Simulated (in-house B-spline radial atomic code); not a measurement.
**Ionising Ca4+ with different functionals**

Computed with a B-spline radial code for spherical atoms: scalar-relativistic (spin-free X2C) Hamiltonian, Fermi nucleus of rms radius 3.4776 fm, spin-polarised at highest spin, spherical fractional occupations for the functionals, the average over the highest-spin determinants for Hartree-Fock. The ionisation energy is the difference of two self-consistent energies, [Ne] 3s2 3p4 → [Ne] 3s2 3p3, without Breit or QED terms; ε is the level of the shell that loses the electron (its least bound occupied spin orbital).

Hybrids are left out here: with spherical fractional occupations of an open shell their exact exchange keeps a self-interaction that integer-occupation calculations don't have.

```json
{"method": "Hartree-Fock", "rung": "Hartree-Fock", "ΔSCF (eV)": "82.58", "-ε(3p) (eV)": "83.37"}
{"method": "LDA VWN5", "rung": "LDA", "ΔSCF (eV)": "84.44", "-ε(3p) (eV)": "75.82"}
{"method": "LDA PW92", "rung": "LDA", "ΔSCF (eV)": "?", "-ε(3p) (eV)": "?"}
{"method": "LDA exchange-only", "rung": "LDA", "ΔSCF (eV)": "82.13", "-ε(3p) (eV)": "73.71"}
{"method": "PBE", "rung": "GGA", "ΔSCF (eV)": "84.07", "-ε(3p) (eV)": "75.56"}
{"method": "PBEsol", "rung": "GGA", "ΔSCF (eV)": "84.01", "-ε(3p) (eV)": "75.51"}
{"method": "BLYP", "rung": "GGA", "ΔSCF (eV)": "84.10", "-ε(3p) (eV)": "75.47"}
{"method": "RPBE", "rung": "GGA", "ΔSCF (eV)": "83.95", "-ε(3p) (eV)": "75.50"}
{"method": "PW91", "rung": "GGA", "ΔSCF (eV)": "84.21", "-ε(3p) (eV)": "75.69"}
{"method": "BP86", "rung": "GGA", "ΔSCF (eV)": "84.29", "-ε(3p) (eV)": "75.73"}
{"method": "AM05", "rung": "GGA", "ΔSCF (eV)": "?", "-ε(3p) (eV)": "?"}
{"method": "OLYP", "rung": "GGA", "ΔSCF (eV)": "83.92", "-ε(3p) (eV)": "75.52"}
{"method": "TPSS", "rung": "meta-GGA", "ΔSCF (eV)": "83.96", "-ε(3p) (eV)": "75.58"}
{"method": "SCAN", "rung": "meta-GGA", "ΔSCF (eV)": "83.64", "-ε(3p) (eV)": "75.49"}
{"method": "r2SCAN", "rung": "meta-GGA", "ΔSCF (eV)": "83.61", "-ε(3p) (eV)": "75.45"}
{"method": "revTPSS", "rung": "meta-GGA", "ΔSCF (eV)": "83.85", "-ε(3p) (eV)": "75.49"}
```

Task: What does LDA PW92 give?

Result: ΔSCF 84.44 eV, and -ε(3p) = 75.82 eV.

Task: What does AM05 give?

Result: ΔSCF 84.05 eV, and -ε(3p) = 75.54 eV.

Task: How do they compare with the NIST value?

Result: NIST lists 84.34 eV ± 0.08 (semi-empirical, ground level to ground level). Errors run from -2.21 to +0.10 eV; BP86 is closest (-0.05 eV), though others lie within the uncertainty of it, and part of that can be cancellation, since the calculations leave out spin-orbit coupling, Breit-QED terms, multiplet and fine-structure energies. Hartree-Fock also lacks correlation.
